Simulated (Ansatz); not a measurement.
In₇Sb₈H₂₄, a nanocrystal cut from zinc blende InSb (hydrogen-capped). Total charge 0; doublet. Geometry PBE-D4/def2-SVP, that of the charge +1 singlet; atoms count from 1.

```xyz
39

In    3.5643   -1.1732   -3.6182
In    0.7462    3.2361   -2.6672
In    3.9539    1.0350    1.2042
In   -0.1858   -0.8490   -0.3290
In    0.1207    0.7134    4.1990
In   -3.0927    2.9149    0.3193
In   -4.2207   -1.8240    2.4596
Sb    4.8617   -0.5121   -1.1559
Sb    2.2559    1.2766   -4.3018
Sb    1.2288   -2.3393   -2.3465
Sb   -1.2463    1.5103   -1.4361
Sb    1.4965   -0.3697    1.8760
Sb   -2.3169   -2.6339    0.4218
Sb   -2.2178   -1.1006    4.3690
Sb   -4.8230    0.6853    1.2251
H     4.3375   -2.1552   -4.8151
H    -0.0702    4.1650   -3.8753
H     1.8835    3.5862   -1.4112
H     3.4444    2.5173    0.4706
H     5.1251    0.5994    2.3988
H    -0.6238    2.1733    3.6433
H     1.0395    0.2644    5.5931
H    -4.1612    3.8250   -0.6904
H    -2.1859    3.2459    1.7560
H    -5.4584   -2.9750    2.8313
H     6.3393    0.1592   -1.7209
H     5.5460   -2.0165   -0.6880
H     3.5050    2.1049   -5.1434
H     1.3837    0.8432   -5.7170
H     0.0675   -2.8704   -3.4948
H     1.5607   -3.8928   -1.6942
H    -2.1877    0.8483   -2.7139
H     1.9392   -1.9834    2.2744
H    -1.6048   -4.1555    0.7774
H    -3.0979   -3.1309   -1.0243
H    -1.7714   -2.6257    5.0217
H    -3.1816   -0.6364    5.7139
H    -5.9357    0.2293   -0.0013
H    -6.0177    1.3106    2.2901
```

In the def2 sets In, Sb take a core potential; there is no spin–orbit coupling. Single mean-field runs in def2-SVP are fitted with def2-universal-jkfit.

Question: Estimate the Mulliken populations of the heavy atoms from the PBE0/def2-SVP orbitals of Ansatz.

Answer: 
| atom | charge (e) | spin (α − β) |
| --- | --- | --- |
| In1 | 0.14 | 0.13 |
| In2 | 0.22 | 0.02 |
| In3 | 0.22 | 0.02 |
| In4 | 0.06 | 0.30 |
| In5 | 0.22 | 0.02 |
| In6 | 0.22 | 0.02 |
| In7 | 0.14 | 0.13 |
| Sb8 | 0.00 | 0.00 |
| Sb9 | 0.00 | 0.00 |
| Sb10 | 0.04 | 0.03 |
| Sb11 | -0.19 | 0.07 |
| Sb12 | -0.19 | 0.07 |
| Sb13 | 0.04 | 0.03 |
| Sb14 | 0.00 | 0.00 |
| Sb15 | 0.00 | 0.00 |
Mulliken values depend strongly on the basis.

Question: Where does the spin sit?

Answer: Summed by element: In 0.63, Sb 0.20, H 0.17, of 1 unpaired in all. Largest on single atoms: In4 0.30, In1 0.13, In7 0.13.

Question: And the Mayer bond orders between heavy atoms (over 0.3)?

Answer: In1–Sb8 0.76 (2.86 Å); In1–Sb9 0.77 (2.86 Å); In1–Sb10 0.68 (2.90 Å); In2–Sb9 0.55 (2.96 Å); In2–Sb11 0.71 (2.91 Å); In3–Sb8 0.55 (2.96 Å); In3–Sb12 0.71 (2.91 Å); In4–Sb10 0.52 (2.88 Å); In4–Sb11 0.77 (2.81 Å); In4–Sb12 0.77 (2.81 Å); In4–Sb13 0.52 (2.88 Å); In5–Sb12 0.71 (2.91 Å); In5–Sb14 0.55 (2.96 Å); In6–Sb11 0.71 (2.91 Å); In6–Sb15 0.55 (2.96 Å); In7–Sb13 0.68 (2.90 Å); In7–Sb14 0.76 (2.86 Å); In7–Sb15 0.76 (2.86 Å).
